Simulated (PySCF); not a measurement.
Species: BEt2H, C4H11B.
Bonds: B1–C2, B1–C9, C2–C3, C9–C10. Hydrogens: H16 on B1; H4, H5 on C2; H6, H7, H8 on C3; H11, H12 on C9; H13, H14, H15 on C10.

Method: PBE0-D3(BJ)/def2-SVP geometry optimisation, gas phase (PySCF 2.14.0).

**Question.** List the bond lengths, angles and torsions at this level.

**Answer.** 
```
                  bond  length (bohr)
          B1–C2, B1–C9          2.964
                B1–H16          2.302
         C2–C3, C9–C10          2.908
C2–H4 and 3 like bonds          2.084
C3–H6 and 5 like bonds          2.082
```

Bonds in one row agree within 0.02 bohr and their mean is given. A selection of angles:
```
    angle  degrees
 C2–B1–C9    122.9
C2–B1–H16    118.3
C9–B1–H16    118.8
 B1–C2–C3    107.3
 B1–C2–H4    112.2
 C3–C2–H4    109.4
 H4–C2–H5    107.8
 C2–C3–H6    111.4
 H6–C3–H7    107.1
B1–C9–C10    106.5
```

Dihedral angles: C9–B1–C2–C3 102° (anticlinal); C2–B1–C9–C10 95° (anticlinal). The mirror-image conformer, all signs reversed, is as good.

B1 (boron bonded to 2 C and H) is planar (angles 122.9°, 118.8° and 118.3°, sum 360.0°, 0.00 Å off the plane of its three neighbours).

Point group: near C2, missed by 0.16 Å at most; the miss may be what the optimiser left on a soft mode. Not checked by PBE0-D3(BJ)/def2-SVP frequencies. The numbers are those of one conformer.
